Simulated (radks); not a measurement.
Q: All-electron atom: Pt LX in [Ar] 5f1 (not the ground configuration). All-electron calculation, scalar-relativistic Kohn-Sham, PBEsol, spin-polarised, spherical densities, point nucleus; open shells are filled with parallel spins first (spin-orbit coupling, left out, can overturn this in heavy ions). Program: a radial shooting solver on a logarithmic mesh with Libxc functionals. Some entries of the table are withheld. Estimate them.

| orbital | occ. | eigenvalue (eV) | <1/r> (bohr^-1) | r(max) (bohr) |
|---|---|---|---|---|
| 1s down | 1 | -82932.31 | 94.00 | 0.01062 |
| 1s up | 1 | -82932.31 | 94.00 | 0.01062 |
| 2s up | 1 | -18179.27 | (1) | 0.06100 |
| 2s down | 1 | -18179.03 | (2) | 0.06100 |
| 2p up | 3 | -16365.49 | 19.81 | 0.05036 |
| 2p down | 3 | -16365.31 | 19.81 | 0.05036 |
| 3s up | 1 | -7062.480 | 8.834 | 0.1657 |
| 3s down | 1 | -7060.808 | 8.834 | 0.1657 |
| 3p up | 3 | -6529.234 | (3) | 0.1631 |
| 3p down | 3 | -6527.614 | (4) | 0.1631 |
| 5f up | 1 | -1998.922 | 2.505 | 0.5266 |

A: 
(1) 2s up <1/r> (bohr^-1): 22.21
(2) 2s down <1/r> (bohr^-1): 22.21
(3) 3p up <1/r> (bohr^-1): 8.137
(4) 3p down <1/r> (bohr^-1): 8.137
